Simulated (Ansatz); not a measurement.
A series at Zr: from `[OH][Zr]([OH])([OH])[SH]`, ligands are replaced one by one, each step taking up H₂S and setting free H₂O; n counts the steps. Ansatz, PBE0-D4/def2-TZVP geometries. Each molecule was computed in one conformer, which needn't be the lowest.

| n | molecule | HOMO energy, ωB97M-V/def2-TZVPP (eV) |
| --- | --- | --- |
| 0 | `[OH][Zr]([OH])([OH])[SH]` | -9.11 |
| 1 | `[OH][Zr]([OH])([SH])[SH]` | -9.20 |
| 2 | `[OH][Zr]([SH])([SH])[SH]` | ? |
| 3 | `[SH][Zr]([SH])([SH])[SH]` | -10.02 |

Q: By hand: fit a straight line y = ȳ + b (n − n̄) to the 3 given rows and predict n = 2.

A: n̄ = 1.333, ȳ = -9.443; Σ(n − n̄)(y − ȳ) = -1.487, Σ(n − n̄)² = 4.667, so b = -0.319 eV a step. Prediction: -9.443 + (-0.319) × (0.667) = -9.66 eV.

Q: By hand: compare with the computed value, -9.64 eV, and give the steps along the whole series.

A: The line misses by 0.02 eV (computed minus predicted). Steps: -0.09, -0.44, -0.38 eV.

The steps differ by up to 0.35 eV without a steady trend. The highest orbital can change its character along such a series. The miss is 2.2 % of the series' range.
